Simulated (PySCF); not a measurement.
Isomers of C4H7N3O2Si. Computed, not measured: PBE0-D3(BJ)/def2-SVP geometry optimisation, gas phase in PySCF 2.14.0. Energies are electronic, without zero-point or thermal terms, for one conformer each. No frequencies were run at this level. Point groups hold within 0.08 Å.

Question: Rank from lowest to highest electronic energy at this level (kcal/mol).
A. `[CH3:1][O:2][C:3](=[O:4])[c:5]1[cH:6][n:7][n:8]([SiH3:9])[n:10]1` with C1–O2–C3–O4 0°, O2–C3–C5–C6 179°
B. `[CH3:1][O:2][C:3](=[O:4])[c:5]1[n:6][cH:7][n:8]([SiH3:9])[n:10]1` with C1–O2–C3–O4 -1°, O2–C3–C5–N6 -4°

Answer: B (0.0), A (10.7).

```
                SMILES      E (Eh)  E rel (kcal/mol)  dipole (D)  point group       A, B, C (MHz)
COC(=O)c1ncn([SiH3])n1  -759.76848               0.0        3.34      near Cs  3814, 558.7, 491.9
COC(=O)c1cnn([SiH3])n1  -759.75147              10.7        2.22           Cs  2944, 595.8, 500.1
```

How do the relative energies change in single points at PBE0/pcSseg-1 (no added dispersion term) on the same geometries?

| SMILES | PBE0-D3(BJ)/def2-SVP (kcal/mol) | PBE0/pcSseg-1 (kcal/mol) | shift |
| --- | --- | --- | --- |
| COC(=O)c1ncn([SiH3])n1 | 0.0 | 0.0 | 0.0 |
| COC(=O)c1cnn([SiH3])n1 | 10.7 | 10.9 | +0.2 |

Each column counts from its own lowest isomer. The order is unchanged; the largest shift is 0.2 kcal/mol.

As an exercise, what shares would exp(−E/RT) give at 2000 K from these electronic energies alone (no entropy, no degeneracies)?

RT = 3.974 kcal/mol: COC(=O)c1ncn([SiH3])n1 93.6 %, COC(=O)c1cnn([SiH3])n1 6.4 %.
